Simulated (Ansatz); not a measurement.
Consider the substitution at a C–Si bond: `FCCC[SiH3]` + H₂S → `FCCCS` + SiH₄.

Program: Ansatz. Geometries: PBE0-D4/def2-TZVP. ΔE: electronic, gas phase. CCSD(T)/CBS adds triple-zeta CCSD(T) − MP2 to the extrapolated MP2 energy (def2 sets, frozen cores). This one scheme is used for every species. One conformer a species, not always the lowest.

```
     species  CCSD(T)/CBS(def2) energy (Eh)
`FCCC[SiH3]`                     -508.43885
         H₂S                     -398.97279
     `FCCCS`                     -615.93375
        SiH₄                     -291.46306
```

Problem. Work out ΔE.

Solution. ΔE = (-615.93375) + (-291.46306) − (-508.43885) − (-398.97279) = 0.01483 Eh = +9.3 kcal/mol.

Largest T1 diagnostic among the species: 0.011.
